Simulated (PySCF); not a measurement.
## How the method moves the HOMO and LUMO of `CCCN(C)[SiH3]`

Species: C4H13NSi.
Structure used (PBE0-D3(BJ)/def2-SVP), in Å, numbered top down from 1:
```xyz
19
C4H13NSi angstrom
C     -2.1000    0.6119   -0.0853
C     -1.5315   -0.7617    0.2260
C     -0.1206   -0.7109    0.8116
N      0.8509   -0.0586   -0.0422
C      1.2249   -0.7890   -1.2276
Si     1.8030    1.2764    0.5210
H     -1.4720    1.1376   -0.8205
H     -2.1408    1.2408    0.8191
H     -3.1198    0.5465   -0.4935
H     -1.5311   -1.3827   -0.6864
H     -2.1781   -1.2929    0.9450
H     -0.1596   -0.1734    1.7749
H      0.2106   -1.7425    1.0513
H      0.3682   -0.9439   -1.9084
H      1.6438   -1.7883   -0.9924
H      1.9880   -0.2371   -1.7972
H      2.2287    2.0889   -0.6601
H      3.0551    0.9045    1.2683
H      0.9606    2.0928    1.4462
```

Basis pcSseg-1 throughout (PySCF), one geometry. Geometry: PBE0-D3(BJ)/def2-SVP, one conformer, isolated molecule.

Q: How do the orbital energies, the gap and the dipole change with the method?

A: 
| method | kind | HOMO (eV) | LUMO (eV) | gap (eV) | μ (D) | SCF cycles |
| --- | --- | --- | --- | --- | --- | --- |
| BLYP | GGA | -4.87 | 0.04 | 4.91 | 0.97 | 14 |
| OPBE | GGA | -4.96 | 0.18 | 5.15 | 1.00 | 14 |
| B97-D | GGA | -4.99 | 0.09 | 5.08 | 0.98 | 14 |
| PBE | GGA | -4.99 | -0.10 | 4.88 | 0.99 | 14 |
| LDA | LDA | -5.08 | -0.39 | 4.68 | 0.99 | 13 |
| BP86 | GGA | -5.09 | -0.13 | 4.96 | 1.01 | 13 |
| KT2 | GGA | -5.09 | -0.26 | 4.83 | 0.94 | 14 |
| KT3 | GGA | -5.11 | -0.09 | 5.03 | 0.92 | 14 |
| B97-2 | global hybrid | -6.04 | 0.80 | 6.84 | 0.98 | 12 |
| B3LYP | global hybrid | -6.07 | 0.54 | 6.61 | 0.97 | 12 |
| PBE0 | global hybrid | -6.28 | 0.75 | 7.04 | 0.98 | 12 |
| mPW1PW91 | global hybrid | -6.32 | 0.80 | 7.11 | 0.98 | 12 |
| BHandHLYP | global hybrid | -7.52 | 1.62 | 9.14 | 0.96 | 12 |
| CAM-B3LYP | range-separated hybrid | -7.63 | 1.75 | 9.38 | 0.96 | 12 |
| wB97X-D | range-separated hybrid | -8.14 | 2.54 | 10.68 | 1.00 | 13 |
| LC-wPBE | range-separated hybrid | -8.96 | 2.97 | 11.93 | 1.00 | 12 |
| HF | Hartree–Fock | -9.50 | 3.88 | 13.37 | 1.00 | 10 |

The HOMO spans 4.63 eV, from BLYP down to HF, and the gap runs from 4.68 eV (LDA) to 13.37 eV (HF). Over the methods BLYP (0 %), OPBE (0 %), B97-D (0 %), PBE (0 %), LDA (0 %), BP86 (0 %), KT2 (0 %), KT3 (0 %), B97-2 (21 %), B3LYP (20 %), PBE0 (25 %), mPW1PW91 (25 %), BHandHLYP (50 %), HF (100 %), a straight line through the gap against the share of exact exchange rises by 0.84 eV for each 10 % (correlation coefficient 0.999). The dipole ranges from 0.92 D (KT3) to 1.01 D (BP86). This basis has no diffuse functions.

The vertical ΔSCF ionisation energy at CAM-B3LYP/def2-SVPD is 8.23 eV; −ε(HOMO) comes closest to it with wB97X-D (8.14 eV).
